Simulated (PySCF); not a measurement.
Match the calculated data to a structure.

All candidates are C6H18BN.

- Valence photoelectron: vertical ionisation energy: 9.90 eV [ΔSCF CAM-B3LYP/def2-SVPD]
- 13C NMR: chemical shifts (computed TMS as zero) by class: 64.6 (1 C), 47.6 (2 C), 23.6 (2 C), 20.0 (1 C) ppm [GIAO HF/pcSseg-1]
- Dipole: 4.66 D [CAM-B3LYP/def2-SVPD]
- NMR, other nuclei: isotropic shieldings of nuclei other than C and H, by class: 124 (1 B), 227 (1 N) ppm [GIAO HF/pcSseg-1]
- Rotational structure: rotational constants A, B, C: 2.967, 1.269, 1.134 GHz [PBE0-D3(BJ)/def2-SVP]
- UV, first state: lowest singlet excitation: 7.61 eV (163 nm, f = 0.051) [TDDFT CAM-B3LYP/def2-SVPD]
- Polarisability: 99.9 au [CAM-B3LYP/def2-SVPD]

Gas-phase values; electronic properties from PySCF, density fitting. Levels stand in brackets. One conformer (not necessarily the lowest) at the PBE0-D3(BJ)/def2-SVP geometry, without solvent, vibrations or thermal averaging. Each NMR value is the plain mean over a class of atoms that symmetry, rotation or inversion makes alike.

Question: Which candidate is it?
A. `CC(C)[BH2-][N+](C)(C)C`
B. `CCC[B@H-]([NH3+])C(C)C`
C. `[BH3-][N@H+](C)C(CC)CC`
D. `CCC[BH2-][N+](C)(C)C`
E. `[BH3-][N+](C)(C)CC(C)C`

Answer: E. It is `[BH3-][N+](C)(C)CC(C)C`. Numbering: `[BH3-:1][N+:2]([CH3:3])([CH3:4])[CH2:5][CH:6]([CH3:7])[CH3:8]`. 6 carbons fall into 4 classes; from least to most shielded: sp3 carbon bound to nitrogen [C5] (64.6 ppm), N-methyl carbon [C3/C4] (47.6 ppm, 2 C, up to 6.0 ppm apart in this geometry), methyl carbon [C7/C8] (23.6 ppm, 2 C), sp3 CH carbon [C6] (20.0 ppm). The other shieldings belong to: 124 ppm, four-coordinate boron [B1]; 227 ppm, nitrogen bonded to B and 3 C [N2]. The first electron is taken from the HOMO, whose largest Löwdin shares are 0.39 on the four-coordinate boron, 0.27 on a B–H hydrogen, 0.11 on a B–H hydrogen and 0.07 on a B–H hydrogen. The optimised geometry has point group C1 and is an asymmetric top.

The others, at the same levels:
- `[BH3-][N@H+](C)C(CC)CC` fails: it has 6 carbon classes against 4; its computed 13C shifts are 57.1 (1 C), 29.6 (1 C), 21.0 (1 C), 19.1 (1 C), 12.9 (1 C), 11.3 (1 C) ppm, lowest singlet excitation is 7.29 eV (170 nm, f = 0.031) (against 7.61 eV) and rotational constant A is 1.855 GHz (against 2.967 GHz).
- `CC(C)[BH2-][N+](C)(C)C` fails: it has 3 carbon classes against 4; its computed 13C shifts are 47.1 (3 C), 25.2 (2 C), 13.4 (1 C) ppm, lowest singlet excitation is 7.08 eV (175 nm, f = 0.014) (against 7.61 eV) and vertical ionisation energy is 9.05 eV (against 9.90 eV).
- `CCC[BH2-][N+](C)(C)C` fails: its computed 13C shifts are 47.1 (3 C), 20.6 (1 C), 20.6 (1 C), 19.5 (1 C) ppm, lowest singlet excitation is 7.25 eV (171 nm, f = 0.025) (against 7.61 eV) and vertical ionisation energy is 9.34 eV (against 9.90 eV).
- `CCC[B@H-]([NH3+])C(C)C` fails: it has 6 carbon classes against 4; its computed 13C shifts are 23.9 (1 C), 23.4 (1 C), 23.1 (1 C), 20.2 (1 C), 18.1 (1 C), 14.9 (1 C) ppm, lowest singlet excitation is 6.25 eV (199 nm, f = 0.005) (against 7.61 eV) and vertical ionisation energy is 8.97 eV (against 9.90 eV).

Each candidate is one conformer, not necessarily the lowest. The conformers computed, where there is a choice (atom-mapped SMILES and torsion angles):
- `[BH3-:1][N+:2]([CH3:3])([CH3:4])[CH2:5][CH:6]([CH3:7])[CH3:8]`: B1–N2–C5–C6 -65°, N2–C5–C6–C7 136°
- `[BH3-:1][N@H+:2]([CH3:3])[CH:4]([CH2:5][CH3:6])[CH2:7][CH3:8]`: B1–N2–C4–C5 -162°, N2–C4–C5–C6 55°, N2–C4–C7–C8 -159°
- `[CH3:1][CH:2]([CH3:3])[BH2-:4][N+:5]([CH3:6])([CH3:7])[CH3:8]`: C1–C2–B4–N5 95°, C2–B4–N5–C6 66°
- `[CH3:1][CH2:2][CH2:3][BH2-:4][N+:5]([CH3:6])([CH3:7])[CH3:8]`: C1–C2–C3–B4 180°, C2–C3–B4–N5 -178°, C3–B4–N5–C6 62°
- `[CH3:1][CH2:2][CH2:3][B@H-:4]([NH3+:5])[CH:6]([CH3:7])[CH3:8]`: C1–C2–C3–B4 -178°, C2–C3–B4–N5 -65°, C3–B4–C6–C7 54°
